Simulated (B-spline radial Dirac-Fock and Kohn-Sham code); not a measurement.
**Kohn-Sham estimates against Dirac-Fock for the levels of Pt²⁺**

System: platinum as Pt²⁺, configuration [Xe] 4f14 5d8.

The density-functional columns are spherical, spin-unpolarised Dirac-Kohn-Sham results without Breit or QED terms: −ε is minus the orbital energy of the initial state and ΔSCF the difference of two total energies. The reference in the last column comes from ΔSCF Dirac-Fock with Breit, self-energy and vacuum polarisation, finite nucleus, configuration average. All numbers are from a radial finite-basis atomic code, in eV; a selection of levels is shown. The Kohn-Sham columns are given as differences from the reference. For the 1s level of heavy atoms much of the gap between ΔSCF and the reference is the Breit and QED part, -416.8 eV here; for other levels the error of the functional can be larger.

```
     level  PBE −ε − DF  PBE ΔSCF − DF  LDA −ε − DF  LDA ΔSCF − DF  Dirac-Fock
    K (1s)       -128.0         +471.1       -191.1         +405.9     78421.3
   L1 (2s)       -156.8          -47.1       -166.1          -56.0     13918.4
L2 (2p1/2)       -109.9          +32.4       -114.2          +28.3     13304.2
L3 (2p3/2)       -129.4           -9.6       -131.8          -11.8     11594.9
   M1 (3s)        -87.0          -55.0        -89.4          -57.3      3335.2
M2 (3p1/2)        -69.7          -35.1        -70.6          -35.9      3062.4
M3 (3p3/2)        -69.7          -38.7        -70.1          -39.0      2682.4
   N1 (4s)        -47.9          -33.1        -49.1          -34.2       762.3
N2 (4p1/2)        -40.4          -25.7        -40.9          -26.1       646.3
N3 (4p3/2)        -40.1          -26.1        -40.7          -26.7       555.4
N6 (4f5/2)        -10.8           +2.1        -10.3           +2.6       103.6
N7 (4f7/2)        -11.0           +1.8        -10.5           +2.3       100.3
   O1 (5s)        -14.8           -6.3        -14.3           -5.9       137.2
O2 (5p1/2)        -10.6           -2.6        -10.2           -2.1       98.38
O3 (5p3/2)        -10.7           -3.0        -10.4           -2.8       83.43
 O4,5 (5d)         -4.6           +1.8         -4.3           +2.1       30.45
```

Values without a named source are computed, but for edge energies of neutral atoms, which are taken from tables.
